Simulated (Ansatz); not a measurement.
Single points on SnO2⁻.

```yaml
crystal:
  periodic: [false, false, false]
  atoms:
    - {symbol: Sn, position_ang: [-0.394272, 0.413146, -0.008631]}
    - {symbol: O, position_ang: [1.421549, 0.964137, 0.111224]}
    - {symbol: O, position_ang: [-1.027278, -1.377283, -0.102593]}
basis:
  gaussian: {orbitals: def2-SVPD, initial_orbitals: start.molden}
total_charge: -1
magnetization: {spin_polarized: true, initial_magnetization: 1}
hamiltonian: {xc: pbe, dispersion: d4}
scf: {omitted_lower_state_checks: [starts]}
output: {orbitals: {seedname: orbitals}}
```

The file start.molden holds the orbitals of an earlier run on this structure, at another level or in another basis.

```sh
$ ansatz run in.yaml --threads 4 --pin off --events-out ev --progress --plain --max-ram 3916MiB
```

Output, abridged:

```
Functional definition: PBE
723 factors; their error is unknown
mean field evaluation 1: about -9918.3730 eV, gradient 2.0e1 eV
mean field evaluation 2: about -9918.6955 eV, gradient 4.9e-1 eV
mean field evaluation 4: about -9918.6874 eV, gradient 3.6e-2 eV
mean field evaluation 8: about -9918.6874 eV, gradient 2.4e-5 eV
mean field -9918.68739315 eV, -364.5050385705 hartree, gradient 2.4e-5 eV, S^2 0.754381; 0 other end points of the search recorded, 0 dependent functions left out
reference -9918.68742812 eV, -364.5050398558 hartree; 20, 19 occupied and 58, 59 virtual orbitals, 723 factors
Total energy: -9918.75355622 eV, -364.5074700185 hartree
Checks for a lower state left out: starts
```

Run time 0.55 s (4 threads of Intel Xeon Platinum 8375C on a shared host).

As the first input, with `gaussian: {orbitals: def2-TZVPD, initial_orbitals: start.molden}`, `hamiltonian: {xc: {name: revPBE}, dispersion: d4}` (abridged; 0.9 s):

```
Functional definition: revPBE
mean field -9927.94345373 eV, -364.8451925227 hartree, gradient 1.1e-5 eV, S^2 0.755212
Total energy: -9928.11579590 eV, -364.8515259807 hartree
Checks for a lower state left out: starts
```

As the first input, with `gaussian: {orbitals: def2-TZVPD, initial_orbitals: start.molden}`, `hamiltonian: {xc: {name: LC-wPBE, parameters: {omega: 0.3/bohr}}}` (abridged; 1.5 s):

```
Functional definition: LC-wPBE
mean field -9925.16249101 eV, -364.7429940277 hartree, gradient 1.3e-5 eV, S^2 0.768550
Total energy: -9925.16249102 eV, -364.7429940281 hartree
Checks for a lower state left out: starts
```

Geometry: r2SCAN-D4/def2-TZVPD.

In the def2 sets Sn takes a core potential; there is no spin–orbit coupling. The structure comes from a short search, and lower isomers may exist.
